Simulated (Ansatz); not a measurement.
Gas-phase electronic energies from Ansatz, PBE0-D4/def2-TZVP geometries. CBS: MP2 limit from def2 TZ/QZ plus the TZ coupled-cluster correction, frozen cores. This one scheme is used for every species. Functionals use def2-TZVPP. HSE06 is defined as in plane-wave codes. Each species was taken in one conformer, which may not be the lowest.

Reaction (cleavage of the Si–Si bond): `CO[SiH2][SiH2]Cl` + `CO[SiH2]S` → `CO[SiH2]S[SiH2]OC` + `[SiH3]Cl`

`CO[SiH2][SiH2]Cl`:

Z-matrix (Å, degrees):
```
C
O 1 1.411
H 1 1.091 2 108.3
H 1 1.096 2 111.3 3 -119.3
H 1 1.096 2 111.3 3 119.3
Si 2 1.645 1 122.8 3 -180.0
Si 6 2.339 2 106.7 1 -179.9
H 6 1.492 2 111.1 1 -59.6
H 6 1.492 2 111.1 1 59.8
Cl 7 2.068 6 106.4 2 179.7
H 7 1.484 6 112.7 2 61.7
H 7 1.484 6 112.7 2 -62.2
```

`CO[SiH2]S`:

Cartesian coordinates in Å:
```
C 0.105 -1.212 -1.155
O 0.437 -0.594 0.069
Si 0.031 0.956 0.414
S 0.450 1.372 2.449
H 0.328 -2.277 -1.070
H -0.959 -1.097 -1.392
H 0.694 -0.799 -1.982
H -1.411 1.149 0.104
H 0.850 1.927 -0.356
H -0.525 0.575 2.918
```

`CO[SiH2]S[SiH2]OC`:

Cartesian coordinates in Å:
```
C 2.104 -0.788 -0.653
O 0.708 -0.985 -0.690
Si -0.261 -0.307 -1.828
S -2.274 -0.528 -1.207
Si -2.069 -0.385 0.924
O -1.494 1.043 1.468
C -0.137 1.418 1.529
H 2.603 -1.345 -1.453
H 2.366 0.272 -0.749
H 2.474 -1.154 0.306
H 0.123 1.124 -1.976
H -0.129 -0.976 -3.149
H -1.220 -1.492 1.424
H -3.465 -0.486 1.402
H 0.195 1.832 0.572
H 0.506 0.570 1.787
H -0.030 2.187 2.296
```

`[SiH3]Cl`:

```xyz
5

Si   -0.007    0.078   -0.102
Cl    0.099   -1.173    1.523
H     0.053    1.478    0.378
H    -1.285   -0.172   -0.806
H     1.139   -0.211   -0.994
```

```csv
level,ΔE (kJ/mol)
B97M-V,-77.7
HSE06-D4,-74.9
ωB97X-V,-78.8
HF/def2-SVP,-78.1
```

(1) What does CCSD(T)/CBS give? (Best estimate.)

Largest T1 diagnostic among the species: 0.012.

## Answers

(1) Ansatz gave: -81.8 kJ/mol. The listed levels differ from it by 4.1, 6.9, 3.0, 3.7 kJ/mol.

The D4 term adds −13.3 kJ/mol with B3LYP and −8.0 kJ/mol with PBE0; it sums over pairs of atoms, weighted by their polarisabilities, and B3LYP, whose exchange is more repulsive, gets the larger term. From BLYP to BHLYP (50 % exact exchange), in def2-TZVPP and without D4, ΔE moves by −13.3 kJ/mol.

B3LYP here is the variant with VWN-RPA as its local correlation; programs differ in this.
